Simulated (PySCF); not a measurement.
C₅H₇F, SMILES C/C=C/C=C\F. Geometry optimised at PBE-D3(BJ)/def2-SVP. The structure was generated by enumeration; whether it is a known compound was not checked. The values are those of a single conformer.

All values below come from PBE-D3(BJ)/def2-SVP (PySCF).

Harmonic wavenumbers (cm⁻¹): 122, 132, 198, 214, 296, 458, 480, 693, 742, 812, 886, 908, 976, 1006, 1012, 1089, 1154, 1206, 1251, 1271, 1341, 1373, 1396, 1409, 1649, 1690, 2950, 3012, 3054, 3069, 3086, 3108, 3134. Rotational constants (GHz): 11.85, 1.461, 1.312; symmetry number 1.

Q: Work out the zero-point energy and the ideal-gas rigid-rotor harmonic-oscillator thermochemistry at 298.15 K and 1 atm.

A: ZPE = ½ Σ hcν = ½ × 45177 cm⁻¹ = 64.58 kcal/mol. H − E(el) = 69.48 kcal/mol. Entropy in cal/(mol K): translation 39.27, rotation 27.05, vibration 14.71, total 81.04. G − E(el) = 45.32 kcal/mol. Cp = 25.76 cal/(mol K). Modes under 150 cm⁻¹ make the vibrational entropy uncertain.
